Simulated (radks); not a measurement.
The numbers below are computed, except where a source is named.
Coulomb parameter of the 3d shell of the nickel ion Ni+ in the model configuration [Ar] 3d8 4s1, as a second difference U = [E(n + 0.5) + E(n - 0.5) - 2 E(n)] / (0.5)^2 with all orbitals relaxed. "Bare": the charge of the atom changes with n. "Screened": the 4s shell takes up the change at fixed total charge, which measures U(3d,3d) + U(4s,4s) - 2 U(3d,4s). Code: a radial shooting solver on a logarithmic mesh with Libxc functionals. Model: scalar-relativistic Kohn-Sham, PBEsol, spin-unpolarised, spherical densities, finite nucleus; Fermi nuclear charge, rms radius 3.7757 fm.

\begin{tabular}{lrr}
case & configuration & E - E(n) (eV) \\ \hline
start & [Ar] 3d8 4s1 & 0.000 \\
bare +0.5 & [Ar] 3d8.5 4s1 & -7.138 \\
bare -0.5 & [Ar] 3d7.5 4s1 & 10.970 \\
screened +0.5 & [Ar] 3d8.5 4s0.5 & -1.942 \\
screened -0.5 & [Ar] 3d7.5 4s1.5 & 2.877 \\
\end{tabular}

U(bare) = 15.328 eV, U(screened by 4s) = 3.741 eV, against the Slater integral F0(3d,3d) = 25.796 eV with frozen orbitals.
